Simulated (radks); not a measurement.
Valence configurations of Mg I (all share [Ne]). All-electron calculation, Dirac Kohn-Sham, PBE, spin-unpolarised, spherical densities, finite nucleus; open shells are shared between the two j in proportion to 2j + 1; Fermi nuclear charge, rms radius 3.057 fm. Program: a radial shooting solver on a logarithmic mesh with Libxc functionals. Energies are relative to 3s2; eigenvalues in eV.

valence,E (eV),e(3p1/2),e(3p3/2),e(3s1/2)
3s2,0.000,-,-,-4.705
3s1.5 3p0.5,1.717,-1.732,-1.725,-5.221
3s1 3p1,3.491,-2.076,-2.068,-5.671
3s0.5 3p1.5,5.315,-2.386,-2.378,-6.073
3p2,7.183,-2.668,-2.659,-

NIST lists [Ne] 3s2 as the ground configuration; this level of theory agrees among the configurations tried. The energies are those of spherical spin-averaged densities, not of single terms.
